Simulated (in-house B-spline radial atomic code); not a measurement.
## PBE hybrid excitations of Tc⁷⁺

Method: PBE hybrid with 0.5 exact exchange. Computed with a B-spline radial code for spherical atoms: linear response of the closed shell [Ar] 3d10 4s2 4p6 with the functional's adiabatic kernel; scalar-relativistic (spin-free one-electron X2C), finite nucleus, no spin-orbit coupling, no double excitations, S, P, D and F terms only; shells from n = 2 respond. Only terms of natural parity with L up to 3 were computed.

Command:
```bash
python run_td.py task.json out
```
Settings (radii: box in bohr, nucleus in fm):
```
Z                        43
electrons                36
configuration            [Ar] 3d10 4s2 4p6
hamiltonian              x2c
method                   pbeh
box_radius               12.81
exact_exchange_fraction  0.5
rms_radius               4.41117
intervals                70
```

Run time, properties included: 3 s on 1 thread of Arm Neoverse N1, on a shared host.

The lowest states, in the order of their Tamm-Dancoff energies; the method's threshold (minus the highest occupied level) is 147.78 eV. Labels give the largest channel, * marks a mixed state, and oscillator strengths are full-response dipole values. Semilocal kernels can invert the small singlet-triplet splittings of Rydberg terms. Energies in eV:

| state | full response | Tamm-Dancoff | oscillator strength |
| --- | --- | --- | --- |
| 4p → 4d 3P | 42.37 | 42.48 | - |
| 4p → 4d 3F | 43.04 | 43.28 | - |
| 4p → 4d 1F | 46.42 | 46.45 | - |
| 4p → 4d 1P | 56.74 | 58.75 | 5.47 |
| 4p → 5s 3P | ? | ? | - |
| 4p → 5s 1P | 71.16 | 71.19 | 0.58 |
| 4s → 4d 3D | 75.90 | 75.97 | - |
| 4p → 5p 3S | ? | ? | - |

Question: Where does 4p → 5s 3P lie?

Answer: At 70.32 eV in full response, 70.34 eV in Tamm-Dancoff.

Question: Where does 4p → 5p 3S lie?

Answer: At 79.17 eV in full response, 79.20 eV in Tamm-Dancoff.

Question: How large is the singlet-triplet splitting of 4p → 4d (F terms) in Tamm-Dancoff?

Answer: 3.17 eV, from the unrounded values.

Question: What polarisabilities and dispersion coefficient does the method give?

Answer: Dipole 1.434 bohr³, quadrupole 1.764 bohr⁵, C6 3.553 hartree·bohr⁶ for two such species.
